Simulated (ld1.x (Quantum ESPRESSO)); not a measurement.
## Reading a pseudo-wave (selenium)

Columns: radius, all-electron u(r) and pseudo u(r) of the 3d shell (level -53.12 eV) of selenium in the configuration [Ar] 3d10 4s2 4p4; PBEsol, scalar-relativistic, TM scheme, ld1.x (Quantum ESPRESSO) 7.5.

```tsv
r (bohr)	all-electron	pseudo
0.078	0.1271	0.0202
0.155	0.4843	0.1439
0.232	0.8451	0.4102
0.310	1.0973	0.7737
0.388	1.2231	1.1173
0.465	1.2495	1.3339
0.542	1.2115	1.3905
0.620	1.1348	1.3155
0.698	1.0388	1.1700
0.775	0.9373	1.0116
0.852	0.8363	0.8685
0.930	0.7388	0.7484
1.008	0.6486	0.6501
1.085	0.5676	0.5677
1.162	0.4950	0.4950
1.240	0.4298	0.4298
1.318	0.3723	0.3723
1.395	0.3226	0.3226
1.472	0.2791	0.2791
1.550	0.2407	0.2407
1.628	0.2073	0.2073
1.705	0.1788	0.1788
1.782	0.1540	0.1540
1.860	0.1324	0.1324
1.938	0.1137	0.1137
2.015	0.0978	0.0978
```

**Question.** How many radial nodes do the two functions have?

**Answer.** The all-electron 3d function has n − l − 1 = 0; the pseudo-wave has 0.

**Question.** At about which radius was the pseudo-wave matched?

**Answer.** 1.15 bohr, where the columns begin to agree (steps of 0.08 bohr).

**Question.** Is the pseudo-wave norm-conserving?

**Answer.** Yes: the TM scheme keeps the norm inside the radius equal to the all-electron one, which fixes the energy derivative of the logarithmic derivative at the level.
